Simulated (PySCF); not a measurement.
## Two-component Hartree-Fock for Ba⁻ (barium, charge -1)

Start: [Xe] 5d1 6s2; 5d3/2 filled at m_j = +3/2. Calculated with PySCF 2.14 in x2c-TZVPall-2c with one added diffuse shell each of s, p, d type (12s12p10d1f, 105 functions): generalised Hartree-Fock with the X2C-1e Hamiltonian and a Gaussian nucleus; one run each with spin-orbit coupling (SO) switched off, then screened by Boettger's factors.

```tsv
spinor shell	electrons	ε, spin-free (eV)	ε, screened SO (eV)	weight of nominal j (screened SO)	rms radius, screened SO (bohr)
1s1/2	2	-37620.9	-37615.7	1.000	0.0292
2s1/2	2	-6049.8	-6047.8	1.000	0.119
2p1/2	2	-5417.6	-5683.5	1.000	0.102
2p3/2	4	-5417.6	-5298.4	1.000	0.108
3s1/2	2	-1319.5	-1318.4	1.000	0.311
3p1/2	2	-1112.1	-1164.3	1.000	0.303
3p3/2	4	-1112.1	-1087.7	1.000	0.315
3d3/2	4	-811.07	-819.81	1.000	0.287
3d5/2	6	-811.07	-803.72	1.000	0.290
4s1/2	2	-275.13	-274.34	1.000	0.715
4p1/2	2	-205.43	-215.85	1.000	0.744
4p3/2	4	-205.43	-199.75	1.000	0.770
4d3/2	4	-101.01	-101.98	1.000	0.856
4d5/2	6	-101.01	-99.157	1.000	0.867
5s1/2	2	-39.697	-39.008	1.000	1.76
5p1/2	2	-20.619	-21.726	0.999	2.01
5p3/2	4	-20.619	-19.223	1.000	2.09
6s1/2	2	-1.049	-0.673	0.971	6.78
5d3/2	1	0.587	0.267	0.994	6.61
```

| quantity | spin-free | screened SO |
| --- | --- | --- |
| E (hartree) | -8130.16420 | -8133.23243 |
| M_J | 3/2 | 3/2 |
| ⟨J²⟩ | 3.895 | 3.796 |
| ⟨L²⟩ | 6.210 | 6.236 |
| ⟨S²⟩ | 0.857 | 0.897 |

The configuration of this anion was assumed by filling the next shell in order. It is not the known or likely ground configuration (Ca⁻, Sr⁻ and Ba⁻, for instance, bind a p electron), so these values are not the electron affinity of the element. At GHF the highest occupied level has a positive energy, so only the finite basis holds that electron.

Each row is a mean over spinors that exchange with the open shell spreads, by up to 0.708 eV (5p1/2).

Breit and QED terms are absent; they matter most for the inner s and p1/2 levels.

Densities and radii are taken from the X2C orbitals without a picture-change correction, which distorts them close to the nucleus.

Without spin-orbit coupling the j labels of p, d and f shells carry no meaning; the spin-free column gives the mean over the occupied spinors of each nl shell, and its ⟨J²⟩ belongs to a mixture of degenerate components.
